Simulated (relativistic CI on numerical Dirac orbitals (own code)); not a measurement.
Eu⁴⁶⁺: sensitivity of the levels to the model

Base calculation: Dirac-Coulomb-Breit CI, separate exchange-only KLI orbitals for each configuration, model QED (radiative potential, 1s self-energy scaled to tabulated hydrogen-like ionisation energies), unscaled Slater integrals.

CI space (outside the closed core [Ne]): 3s²3p⁵, 3s3p⁶, 3s²3p⁴3d, 3s3p⁵3d, 3p⁶3d, 3s3p⁴3d², 3s²3p³3d4p, 3p⁶4s, 3s3p⁴3d4s, 3s²3p⁴4s, 3p⁶4p, 3s²3p⁴4p, 3s²3p⁴4d, 3p⁵3d4p, 3s3p⁵4s, 3s²3p⁴4f, 3s3p⁵4p, 3s3p⁵4d, 3s3p⁵4f, 3s²3p⁴5s, 3s²3p⁴5p, 3s²3p³4s4p, 3s²3p⁴5d, 3s²3p⁴5f, 3s²3p⁴5g, 3s3p⁴4s², 3s3p⁵5s, 3s3p⁵5p, 3s²3p³3d², 3s²3p²3d³, 3s3p³3d³, 3s²3p²3d²4s, 3s²3p²3d²4p, 3s²3p²3d²4d, 3p⁵3d², 3p⁴3d³, 3p⁴3d²4s, 3p⁴3d²4p, 3p⁴3d²4d, 3s²3p³3d4s, 3s3p³3d²4s, 3s²3p²3d4s², 3s²3p²3d4s4p, 3s²3p²3d4s4d, 3p⁵3d4s, 3p⁴3d4s², 3p⁴3d4s4p, 3p⁴3d4s4d, 3s²3p³4s², 3s3p³3d4s², 3s²3p²4s²4p, 3s²3p²4s²4d, 3s²3p³4p², 3s²3p²3d4p², 3s3p³3d4p², 3s²3p²4s4p², 3s²3p²4p³, 3s²3p²4p²4d. Double excitations out of closed p, d and f shells are left out; levels of such configurations are missing from the list, as are those of other unlisted configurations, and high levels can miss mixing partners. These lack a partner that the ground configuration has and come out too high: 3s²3p⁴4f, 3s3p⁵4p, 3s3p⁵4d, 3s3p⁵4f, 3s²3p⁴5s.

The lowest level and the first level of each name with at least 55 % of one term (blank where a level has no safe partner in the second run):

| Level | Base (eV) | Shift (eV) |
| --- | --- | --- |
| 3s²3p⁵ ²P°3/2 | 0.000 | 0.000 |
| 3s²3p⁵ ²P°1/2 | 161.098 | +1.892 |
| 3s²3p⁴3d ²D3/2 | 214.936 | +0.814 |
| 3s²3p⁴3d ⁴F9/2 | 232.109 | +2.489 |
| 3s3p⁶ ²S1/2 | 314.864 | +0.630 |
| 3s²3p⁴3d ⁴D1/2 | 342.985 | +2.714 |
| 3s²3p⁴3d ²G7/2 | 360.881 | +3.482 |
| 3s²3p⁴3d ²G9/2 | 396.574 | +4.657 |
| 3s3p⁵3d ⁴P°1/2 | 489.246 | +1.095 |

At this charge energies of transitions that change n are usually good to better than 1 %, and those within a shell (Δn = 0) to a few per cent.

(1) One thing was changed in a second run, which moved the levels as shown. Which?
A. configuration mixing switched off
B. Breit term removed
C. QED terms removed
D. one mean potential for all configurations

## Answers

(1) B. Breit term removed. The Breit term mainly narrows fine-structure intervals, so removing it widens them.

LS names give the leading component of a level, which can be under half, so a name can repeat, a term be missing and a line seem to break the LS rules.
